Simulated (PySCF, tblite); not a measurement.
Compound: C5H12B2.
Atom-mapped SMILES: `[BH2:1][C:2]([BH2:3])([CH3:4])/[CH:5]=[CH:6]\[CH3:7]` (hydrogens: H8, H9 on B1; H10, H11 on B3; H12, H13, H14 on C4; H15 on C5; H16 on C6; H17, H18, H19 on C7)

Jobs on this species (19 atoms, 52 electrons) with PySCF (density fitting) and tblite. Hardware of each: one thread, Arm Neoverse N1 (aarch64), no GPU (shared host). Other jobs ran on the host; a repeat could differ by tens of per cent or more.

```
level and settings                                                               work  basis functions  SCF cycles  wall time
   B3LYP/def2-SVPD  8 singlets by full TDDFT, 3 Tamm–Dancoff triplets, polarisability              236           ?          ?
     PBE0/pcSseg-1                            shieldings, charges and field gradients              179           ?          ?
          GFN2-xTB                                                  L-BFGS relaxation                –           –      1.4 s
          GFN2-xTB                                      Hessian by finite differences                –           –     0.92 s
```

Q: Fill in the missing figures.

A: 
- B3LYP/def2-SVPD; 8 singlets by full TDDFT, 3 Tamm–Dancoff triplets, polarisability: 80 s, 14 SCF cycles
- PBE0/pcSseg-1; shieldings, charges and field gradients: 53 s, 14 SCF cycles

Q: What do all jobs in the table cost together?

A: About 2.3 min; the longest takes about 59 % of that, and about 87 times as long as the shortest.
